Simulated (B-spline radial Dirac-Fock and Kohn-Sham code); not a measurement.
**How the levels of holmium move as electrons are removed**

These are calculated numbers from a B-spline atomic structure program; the model is ΔSCF Dirac-Fock with Breit, self-energy and vacuum polarisation, finite nucleus, configuration average. Each ion is free and in its tabulated ground configuration. Correlation energy is missing from these numbers.

Reference: Ho⁵⁷⁺, [He] 2s2 2p6, with K (1s) 60339.3 eV, L1 (2s) 13790.9 eV. Shifts from it, in eV (a dash: the subshell is empty, belongs to an open shell averaged over j, or its hole state is left out as unreliable):

```csv
ion,configuration,K (1s),L1 (2s)
Ho⁵⁸⁺,[He] 2s2 2p5,+424.4,+269.9
Ho⁵⁹⁺,[He] 2s2 2p4,+853.8,+542.3
Ho⁶⁰⁺,[He] 2s2 2p3,?,?
Ho⁶¹⁺,[He] 2s2 2p2,+1727.5,+1094.6
```

Question: Give the missing shifts for Ho⁶⁰⁺.

Answer: K (1s) +1288.1, L1 (2s) +817.2 (eV).
